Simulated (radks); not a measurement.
Results of a calculation; reference values are marked as such.
All-electron atom: Au in [Xe] 4f14 5d9 6p2 (not the ground configuration). Code: a radial shooting solver on a logarithmic mesh with Libxc functionals. Model: scalar-relativistic Kohn-Sham, SCAN, spin-polarised, spherical densities, finite nucleus; open shells are filled with parallel spins first (spin-orbit coupling, left out, can overturn this in heavy ions); meta-GGA in the generalised Kohn-Sham scheme; Fermi nuclear charge, rms radius 5.4371 fm.

Normalised radial functions P(r) = r R(r), r in bohr:

```
   r/bohr * 4f up (the largest magnitude, 1.44, reaches the edge; | marks zero)
 0.001197 *
 0.001635 *
 0.002233 *
 0.003051 *
 0.004202 *
  0.00574 *
 0.007842 *
  0.01071 *
  0.01475 *
  0.02016 *
  0.02754 *
  0.03792 |*
  0.05181 | *
  0.07078 |   *
  0.09669 |        *
   0.1332 |                 *
   0.1819 |                              *
   0.2485 |                                             *
   0.3395 |                                                      *
   0.4676 |                                                    *
   0.6388 |                                       *
   0.8727 |                      *
    1.192 |         *
    1.642 |  *
    2.243 |*
    3.064 *
     4.22 *
    5.765 *
    7.876 *
    10.76 *
```

4f up: eigenvalue -88.853 eV, 0 radial nodes, <r> = 0.499 bohr, 90 % of the charge inside 0.801 bohr.
